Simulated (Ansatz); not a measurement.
`O[SiH](Br)[O][AlH2]` + `OP[SiH3]` → `O[P]([AlH2])[SiH3]` + `O[SiH](O)Br`  (ligand exchange at the Al–O bond)

Program: Ansatz. Geometries: PBE0-D4/def2-TZVP. ΔE: electronic, gas phase. CBS: MP2 limit from def2 TZ/QZ plus the TZ coupled-cluster correction, frozen cores. Functionals use def2-TZVPP. B3LYP here is the variant with VWN-RPA as its local correlation; programs differ in this. For Br outer-core shells are correlated without core-valence functions, which leaves a few kJ/mol of doubt a bond. Scalar relativity is left out up to krypton. Each species was taken in one conformer, which may not be the lowest.

```
             level  ΔE (kJ/mol)
          B3LYP-D4        124.7
CCSD(T)/def2-TZVPP        125.3
```

Question: What does CCSD(T)/CBS give? (Best estimate.)

Answer: The calculation gave: +122.8 kJ/mol. The listed levels differ from it by 1.9, 2.5 kJ/mol.

Largest T1 diagnostic among the species: 0.014.

In def2-TZVPP, CCSD(T) changes the Hartree–Fock value by −23.3 kJ/mol (the triples alone add −4.9 kJ/mol) and MP2 by −20.9 kJ/mol. From PBE to PBE0 (25 % exact exchange), in def2-TZVPP and without D4, ΔE moves by +7.3 kJ/mol.
